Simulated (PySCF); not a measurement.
Bonding in `O=C(O)[C@@H]1C[Si@@H](F)O[SiH2]1`

C₃H₇FO₃Si₂.
Numbering: `[O:1]=[C:2]([OH:3])[C@@H:4]1[CH2:5][Si@@H:6]([F:7])[O:8][SiH2:9]1` (hydrogens: H10 on O3; H11 on C4; H12, H13 on C5; H14 on Si6; H15, H16 on Si9)

Cartesian coordinates in Å at the GFN2-xTB level; atoms count from 1:
```
atom  x, y, z in Å
O1     0.923    1.422    0.912
C2     1.393    0.553    0.210
O3     2.688    0.210    0.282
C4     0.596   -0.264   -0.719
C5    -0.621    0.552   -1.157
Si6   -1.681    0.717    0.412
F7    -3.224    0.518   -0.028
O8    -1.283   -0.720    1.115
Si9   -0.111   -1.631    0.464
H10    3.135    0.745    0.957
H11    1.213   -0.635   -1.535
H12   -0.306    1.499   -1.594
H13   -1.179    0.007   -1.921
H14   -1.672    1.765    1.393
H15   -0.662   -2.712   -0.344
H16    0.784   -2.018    1.541
```

Bond orders from the PBE0/pcSseg-1 density (PySCF). One conformer (not necessarily the lowest) at the GFN2-xTB geometry, without solvent, vibrations or thermal averaging.

**Question.** How far do the computed orders between heavy atoms stray from the drawn ones?

**Answer.** The largest departure is 0.231, at Si9–C4 (drawn single, 0.769). Drawn single, order above 1.12: C2–O3 (1.146). Drawn single, order below 0.88: Si9–C4 (0.769).

**Question.** Give the Mayer order of every bond, beside its length.

**Answer.** 
```csv
bond,drawn as,length (Å),Mayer order
O1–C2,double,1.212,1.848
C2–O3,single,1.341,1.146
C2–C4,single,1.472,0.967
C4–C5,single,1.530,0.994
C5–Si6,single,1.900,0.881
Si6–F7,single,1.617,0.947
Si6–O8,single,1.649,0.885
O8–Si9,single,1.621,0.989
Si9–C4,single,1.942,0.769
O3–H10,single,0.970,0.925
C4–H11,single,1.088,0.935
C5–H12,single,1.089,0.949
C5–H13,single,1.092,0.941
Si6–H14,single,1.436,0.914
Si9–H15,single,1.458,0.921
Si9–H16,single,1.453,0.932
```

By pair of heavy elements: C–O: lowest C2–O3 (1.146, 1.341 Å), highest O1–C2 (1.848, 1.212 Å). C–C: lowest C2–C4 (0.967, 1.472 Å), highest C4–C5 (0.994, 1.530 Å); in 1 of the 1 pairs the longer bond (by over 0.003 Å) has the higher order (by 0.02 or more). C–Si: lowest Si9–C4 (0.769, 1.942 Å), highest C5–Si6 (0.881, 1.900 Å). O–Si: lowest Si6–O8 (0.885, 1.649 Å), highest O8–Si9 (0.989, 1.621 Å).

**Question.** Sum the orders of all bonds at each heavy atom with more than one neighbour and set the sums beside the valence in the SMILES.

**Answer.** C2 3.961 (drawn 4), O3 2.071 (drawn 2), C4 3.665 (drawn 4), C5 3.765 (drawn 4), Si6 3.627 (drawn 4), O8 1.874 (drawn 2), Si9 3.611 (drawn 4). Orders between atoms that aren't bonded are not in these sums.

Mayer orders depend on the basis set.
